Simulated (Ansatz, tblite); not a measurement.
Removing and adding an electron: B3P3H12, a cluster cut from wurtzite BP (hydrogen-capped). Total charge 0; singlet. Geometry: r2SCAN-D4/def2-SVP. Ansatz, gas phase; energy differences of separate SCF runs; the oxidised species was run as a doublet alone; the reduced species was run as a doublet alone.

```tsv
atom	x (Å)	y (Å)	z (Å)
P1	1.587	-0.080	-0.905
B2	1.551	-0.743	0.926
P3	-0.295	-1.201	1.347
B4	0.327	1.319	-1.403
P5	-1.446	0.737	-0.842
B6	-1.678	0.124	0.992
H7	2.898	0.373	-1.193
H8	1.514	-1.162	-1.824
H9	2.287	-1.698	1.067
H10	1.819	0.217	1.628
H11	-0.642	-2.447	0.757
H12	-0.367	-1.570	2.713
H13	0.362	1.544	-2.596
H14	0.598	2.272	-0.694
H15	-1.962	-0.224	-1.754
H16	-2.362	1.791	-1.083
H17	-1.404	1.081	1.695
H18	-2.788	-0.336	1.169
```

The xTB rows come from tblite. Correlated methods freeze 18 core orbitals. The rows differ in basis, and correlated rows in double-zeta sets carry the largest basis error. In CCSD on the charge 1 doublet the largest single amplitude is 0.35, so its Hartree–Fock determinant may place the open shell otherwise than the density functionals do.

Problem. Estimate orbital energies and vertical ionisation energies and electron affinities at: GFN1-xTB; GFN2-xTB; PBE-D4/def2-TZVPD; BLYP-D4/def2-TZVPD; PBE0-D4/def2-TZVP; PBE0-D4/def2-TZVPD; CCSD/def2-SVP; CCSD(T)/def2-SVP.

Solution. 
```tsv
level	−HOMO (eV)	vertical IE (eV)	−LUMO (eV)	vertical EA (eV)	HOMO–LUMO gap (eV)	IE − EA (eV)	remarks
GFN1-xTB	11.26	13.63	5.07	2.53	6.18	11.10	–
GFN2-xTB	10.47	12.66	5.13	3.09	5.33	9.57	–
PBE-D4/def2-TZVPD	6.90	–	1.58	-0.06	5.32	–	HOMO above zero (-1 doublet)
BLYP-D4/def2-TZVPD	6.80	–	1.47	-0.11	5.32	–	HOMO above zero (-1 doublet)
PBE0-D4/def2-TZVP	8.05	9.77	0.65	–	7.41	–	–
PBE0-D4/def2-TZVPD	8.06	–	0.81	-0.27	7.25	–	HOMO above zero (-1 doublet)
CCSD/def2-SVP	–	10.06	–	–	–	–	large T1 (0.045) (+1 doublet)
CCSD(T)/def2-SVP	–	9.97	–	–	–	–	large T1 (0.045) (+1 doublet)
```

Run but left out: HF/def2-SVP, MP2/def2-SVP (charge +1 doublet: a determinant that CCSD turns far, T1 0.045); PBE-D4/def2-TZVP, BLYP-D4/def2-TZVP (charge +1 doublet: an occupied level 0.11 eV above an empty one).   A HOMO above zero means that the electron is unbound at that level or that self-interaction error raises the level; the energy of removing that electron tells which. Raw xTB energy differences between charge states are shifted by several eV; the methods need an empirical correction for them. A negative affinity means that the extra electron isn't bound; its size then hangs on the basis.
